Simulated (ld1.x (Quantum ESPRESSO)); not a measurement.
# Reading a pseudo-wave (H)

Columns: radius, all-electron u(r) and pseudo u(r) of the 1s shell (level -6.36 eV) of hydrogen in the configuration 1s1; LDA (PZ), non-relativistic, PAW scheme, ld1.x (Quantum ESPRESSO) 7.5.

| r (bohr) | all-electron | pseudo |
| --- | --- | --- |
| 0.040 | 0.0712 | 0.0592 |
| 0.080 | 0.1367 | 0.1176 |
| 0.120 | 0.1970 | 0.1746 |
| 0.160 | 0.2524 | 0.2296 |
| 0.200 | 0.3031 | 0.2820 |
| 0.240 | 0.3495 | 0.3313 |
| 0.280 | 0.3918 | 0.3771 |
| 0.320 | 0.4303 | 0.4193 |
| 0.360 | 0.4652 | 0.4576 |
| 0.400 | 0.4967 | 0.4921 |
| 0.440 | 0.5252 | 0.5228 |
| 0.480 | 0.5507 | 0.5500 |
| 0.520 | 0.5735 | 0.5738 |
| 0.560 | 0.5938 | 0.5945 |
| 0.600 | 0.6118 | 0.6125 |
| 0.640 | 0.6276 | 0.6281 |
| 0.680 | 0.6413 | 0.6416 |
| 0.720 | 0.6531 | 0.6532 |
| 0.760 | 0.6632 | 0.6632 |
| 0.800 | 0.6717 | 0.6717 |
| 0.840 | 0.6786 | 0.6786 |
| 0.880 | 0.6841 | 0.6841 |
| 0.920 | 0.6883 | 0.6883 |
| 0.960 | 0.6914 | 0.6914 |
| 1.000 | 0.6933 | 0.6933 |
| 1.040 | 0.6942 | 0.6942 |

**Question.** How many radial nodes do the two functions have?

**Answer.** The all-electron 1s function has n − l − 1 = 0; the pseudo-wave has 0.

**Question.** At about which radius was the pseudo-wave matched?

**Answer.** 0.80 bohr. The columns agree to 0.0005 from 0.64 bohr on; several derivatives are matched, so the curves merge somewhat inside the radius.

**Question.** Is the pseudo-wave norm-conserving?

**Answer.** No, it belongs to a PAW set: the norm inside the radius is not constrained, and the difference is carried by the augmentation charge.
